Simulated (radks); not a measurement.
Values are calculated unless marked as measured or tabulated.
Polarisability of the tellurium ion Te6+, [Kr] 4d10, at imaginary frequency. Code: a radial shooting solver on a logarithmic mesh with Libxc functionals. Model: non-relativistic Kohn-Sham, LDA (Slater exchange, VWN5 correlation), spin-polarised, spherical densities, point nucleus; relativity is left out, which matters for an element this heavy. Response by self-consistent Sternheimer equations with the Hartree and adiabatic LDA kernel.

w (hartree)  alpha1(iw) (bohr^3)  alpha2(iw) (bohr^5)
0.00266                    1.303                1.804
0.0143                     1.303                1.804
0.0360                     1.303                1.803
0.0697                     1.303                1.802
0.118                      1.301                1.799
0.186                      1.298                1.793
0.280                      1.291                1.779
0.413                      1.276                1.751
0.605                      1.247                1.697
0.892                      1.188                1.599
1.35                       1.073                1.432
2.12                      0.8656                1.175
3.59                      0.5581               0.8217
6.94                      0.2435               0.4064
17.5                     0.06030              0.09573

Static values: alpha1 = 1.303 bohr^3 (0.1931 angstrom^3; uncoupled 1.913), alpha2 = 1.804 bohr^5, alpha3 = 4.028 bohr^7. C6 = 3.968, C8 = 27.82, triple-dipole C9 = 3.750 atomic units. One-pole (London) frequency 4 C6 / (3 alpha1^2) = 3.115 hartree, against 4.225 for minus the highest occupied eigenvalue. The dipole shielding factor is 0.885, as the force sum rule N/Z = 0.885 demands.
